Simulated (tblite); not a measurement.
Compound: C2H13NOSi3.
Bonds: C1–O2, O2–Si3, Si3–N4, N4–Si5, N4–Si6, Si6–C7. Hydrogens: H8, H9, H10 on C1; H11, H12 on Si3; H13, H14, H15 on Si5; H16, H17 on Si6; H18, H19, H20 on C7.

Computed with GFN2-xTB (tblite), gas phase: L-BFGS steps from a force-field or distance-geometry start until the largest atomic force falls under 0.01 eV/Å.

Step 83: E = -631.4606 eV
```
atom  x, y, z in Å  |  force x, y, z in eV/Å
C1     -3.0972   -1.4464   -0.4198    0.026   0.004  -0.051
O2     -1.8306   -0.8904   -0.2241   -0.177  -0.263   0.102
Si3    -1.4130    0.6463   -0.4735    0.130   0.048  -0.051
N4      0.2778    0.6524   -0.1098   -0.031  -0.050  -0.037
Si5     1.0289    2.1885    0.1832   -0.039   0.082  -0.115
Si6     1.0832   -0.8948   -0.0234   -0.077  -0.079  -0.045
C7      2.9549   -0.6671    0.1037    0.027   0.000   0.023
H8     -3.3094   -1.5399   -1.4886   -0.011   0.064   0.024
H9     -3.8826   -0.8389    0.0410    0.105   0.000  -0.041
H10    -3.1154   -2.4432    0.0230    0.076   0.027   0.041
H11    -2.1516    1.5427    0.4064   -0.082   0.067   0.092
H12    -1.6363    1.0033   -1.8735   -0.028   0.082  -0.111
H13     0.1849    3.1952   -0.4600   -0.004   0.023   0.009
H14     2.3578    2.2349   -0.4226    0.006  -0.042   0.018
H15     1.0928    2.4399    1.6208    0.038   0.011   0.103
H16     0.7966   -1.6391   -1.2591    0.000   0.005   0.029
H17     0.6156   -1.6373    1.1577    0.020   0.023  -0.023
H18     3.2371   -0.1463    1.0099    0.016   0.001   0.092
H19     3.3695   -0.1087   -0.7259   -0.032   0.011  -0.095
H20     3.4320   -1.6404    0.1121    0.037  -0.015   0.037
```

Step 84: E = -631.4642 eV
```
atom  x, y, z in Å  |  force x, y, z in eV/Å
C1     -3.0811   -1.4576   -0.4519    0.019  -0.011  -0.063
O2     -1.8131   -0.9061   -0.2666   -0.046   0.140   0.056
Si3    -1.4174    0.6577   -0.4508   -0.055  -0.095  -0.024
N4      0.2764    0.6568   -0.1061   -0.048  -0.037  -0.054
Si5     1.0334    2.1942    0.1636   -0.011   0.098  -0.094
Si6     1.0718   -0.8944    0.0025   -0.053  -0.095  -0.026
C7      2.9477   -0.6743    0.1045    0.033   0.003   0.026
H8     -3.2962   -1.5631   -1.5190   -0.009   0.051   0.012
H9     -3.8608   -0.8380    0.0001    0.068  -0.019  -0.014
H10    -3.0994   -2.4492    0.0035    0.045   0.041   0.037
H11    -2.1555    1.5110    0.4932    0.025  -0.098  -0.079
H12    -1.6600    1.0845   -1.8388   -0.015   0.014   0.091
H13     0.1717    3.1944   -0.4690    0.015   0.013   0.029
H14     2.3510    2.2433   -0.4723   -0.034  -0.051   0.043
H15     1.1246    2.4480    1.6022    0.040   0.011   0.042
H16     0.7689   -1.6669   -1.2127    0.012   0.022   0.051
H17     0.6112   -1.6008    1.2111    0.033   0.030  -0.060
H18     3.2475   -0.1461    1.0022   -0.006  -0.012   0.058
H19     3.3593   -0.1301   -0.7373   -0.056  -0.003  -0.068
H20     3.4150   -1.6527    0.1191    0.044  -0.004   0.037
```

Step 85: E = -631.4663 eV
```
atom  x, y, z in Å  |  force x, y, z in eV/Å
C1     -3.0872   -1.4507   -0.4352    0.002  -0.006  -0.006
O2     -1.8215   -0.9014   -0.2418    0.018   0.032   0.043
Si3    -1.4152    0.6497   -0.4646   -0.007  -0.017  -0.027
N4      0.2780    0.6545   -0.1202   -0.012  -0.027  -0.030
Si5     1.0281    2.1930    0.1716   -0.025   0.034  -0.050
Si6     1.0774   -0.8956   -0.0158   -0.011  -0.034  -0.008
C7      2.9532   -0.6709    0.1055    0.008  -0.006   0.010
H8     -3.3041   -1.5469   -1.5012   -0.003   0.032  -0.033
H9     -3.8633   -0.8309    0.0205    0.026  -0.025   0.003
H10    -3.1023   -2.4433    0.0166    0.009   0.017   0.029
H11    -2.1522    1.5262    0.4509   -0.010  -0.043  -0.016
H12    -1.6568    1.0427   -1.8584   -0.019   0.040   0.008
H13     0.1745    3.1956   -0.4639   -0.003   0.033   0.015
H14     2.3527    2.2415   -0.4455   -0.011  -0.041   0.032
H15     1.1004    2.4336    1.6154    0.038   0.012   0.014
H16     0.7837   -1.6559   -1.2389    0.004   0.003   0.028
H17     0.6148   -1.6112    1.1842    0.018   0.013  -0.039
H18     3.2437   -0.1494    1.0107   -0.010  -0.010   0.034
H19     3.3698   -0.1206   -0.7309   -0.056  -0.016  -0.034
H20     3.4212   -1.6494    0.1184    0.043   0.010   0.029
```

Step 86: E = -631.4676 eV
```
atom  x, y, z in Å  |  force x, y, z in eV/Å
C1     -3.0830   -1.4505   -0.4384    0.011  -0.003  -0.013
O2     -1.8156   -0.9025   -0.2504   -0.004   0.004   0.047
Si3    -1.4157    0.6508   -0.4643   -0.004   0.001  -0.014
N4      0.2780    0.6551   -0.1237   -0.012  -0.022  -0.033
Si5     1.0285    2.1934    0.1672   -0.027   0.036  -0.027
Si6     1.0756   -0.8959   -0.0144    0.002  -0.016  -0.001
C7      2.9517   -0.6723    0.1062    0.003  -0.008   0.009
H8     -3.3026   -1.5472   -1.5041   -0.004   0.020  -0.019
H9     -3.8569   -0.8287    0.0179    0.023  -0.016   0.006
H10    -3.0984   -2.4414    0.0171    0.011   0.013   0.016
H11    -2.1570    1.5155    0.4597   -0.002  -0.039  -0.019
H12    -1.6635    1.0530   -1.8537   -0.016   0.044  -0.001
H13     0.1721    3.1979   -0.4612    0.000   0.030   0.005
H14     2.3533    2.2406   -0.4491   -0.012  -0.038   0.024
H15     1.1028    2.4338    1.6113    0.039   0.010   0.012
H16     0.7793   -1.6601   -1.2330    0.003  -0.006   0.013
H17     0.6178   -1.6057    1.1899    0.005   0.004  -0.027
H18     3.2420   -0.1495    1.0107   -0.008  -0.009   0.028
H19     3.3682   -0.1242   -0.7317   -0.050  -0.016  -0.031
H20     3.4183   -1.6514    0.1214    0.045   0.013   0.027
```

**Question.** Estimate the geometry and energy of step 87. (The exact step hangs on the optimiser's Hessian estimate; all steps are aligned on step 86, rigid shifts and turns removed.)

**Answer.** E = -631.4697 eV, largest force 0.062 eV/Å
```
atom  x, y, z in Å  |  force x, y, z in eV/Å
C1     -3.0702   -1.4536   -0.4554    0.012   0.008  -0.001
O2     -1.8011   -0.9056   -0.2804   -0.020   0.016   0.046
Si3    -1.4185    0.6572   -0.4567   -0.034  -0.009   0.001
N4      0.2764    0.6554   -0.1275    0.022   0.050  -0.030
Si5     1.0309    2.1962    0.1516   -0.026   0.001   0.052
Si6     1.0687   -0.8978   -0.0026    0.038   0.029   0.013
C7      2.9465   -0.6775    0.1083   -0.011   0.004   0.002
H8     -3.2959   -1.5541   -1.5196   -0.005  -0.016  -0.005
H9     -3.8407   -0.8285    0.0008    0.012   0.008   0.012
H10    -3.0849   -2.4384    0.0131    0.013  -0.003  -0.024
H11    -2.1691    1.4821    0.4987    0.025  -0.040  -0.038
H12    -1.6821    1.0998   -1.8317   -0.009   0.033   0.018
H13     0.1642    3.2036   -0.4576    0.010   0.018  -0.015
H14     2.3539    2.2381   -0.4705   -0.036  -0.033   0.013
H15     1.1208    2.4420    1.5973    0.035  -0.007  -0.037
H16     0.7627   -1.6759   -1.2061    0.000  -0.029  -0.025
H17     0.6247   -1.5883    1.2154   -0.027  -0.015   0.005
H18     3.2409   -0.1485    1.0088   -0.008  -0.013  -0.009
H19     3.3575   -0.1374   -0.7385   -0.040  -0.026   0.004
H20     3.4102   -1.6580    0.1299    0.047   0.022   0.021
```

The energy changes by -0.0021 eV. The first-order estimate −F·Δx gives -0.0038 eV and the mean of the old and new forces, exact on a quadratic surface, -0.0021 eV. The step makes an angle of 79° with the force vector and moves no atom by more than 0.055 Å.

What follows is the cost of the whole relaxation. Hardware: one thread of an Arm Neoverse N1, shared host with 64 logical CPUs at a one-minute load of 61. Cost: 2.9 s wall.
